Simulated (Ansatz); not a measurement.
Al2Cl2F4, SMILES `[F][Al-]1([F])[Cl+][Al-]([F])([F])[Cl+]1`. Charge 0, multiplicity 1. The geometry is a stationary point of PBE0-D4/def2-TZVP.

```xyz
8

F     1.624   -2.214    0.093
Al    0.651   -1.203   -0.743
F     0.338   -1.409   -2.332
Cl    1.285    0.926   -0.373
Al   -0.651    1.203    0.743
F    -0.339    1.411    2.332
F    -1.623    2.212   -0.095
Cl   -1.284   -0.927    0.375
```

Problem. What is the dipole moment at B3LYP/def2-TZVPP? (Estimate.)

Solution. Computed: 0.00 D, zero by symmetry or nearly so.

Problem. Give the Mulliken charges with B3LYP, PBE, ωB97M-V in def2-TZVPP. (An estimate is asked.)

Solution. Ansatz gave: 
```json
{"atom": "F1", "B3LYP": "-0.33", "PBE": "-0.29", "ωB97M-V": "-0.32"}
{"atom": "Al2", "B3LYP": "0.79", "PBE": "0.66", "ωB97M-V": "0.73"}
{"atom": "F3", "B3LYP": "-0.33", "PBE": "-0.29", "ωB97M-V": "-0.32"}
{"atom": "Cl4", "B3LYP": "-0.13", "PBE": "-0.09", "ωB97M-V": "-0.09"}
{"atom": "Al5", "B3LYP": "0.79", "PBE": "0.66", "ωB97M-V": "0.73"}
{"atom": "F6", "B3LYP": "-0.33", "PBE": "-0.29", "ωB97M-V": "-0.32"}
{"atom": "F7", "B3LYP": "-0.33", "PBE": "-0.29", "ωB97M-V": "-0.32"}
{"atom": "Cl8", "B3LYP": "-0.13", "PBE": "-0.09", "ωB97M-V": "-0.09"}
```

B3LYP here is the variant with VWN-RPA as its local correlation; programs differ in this.
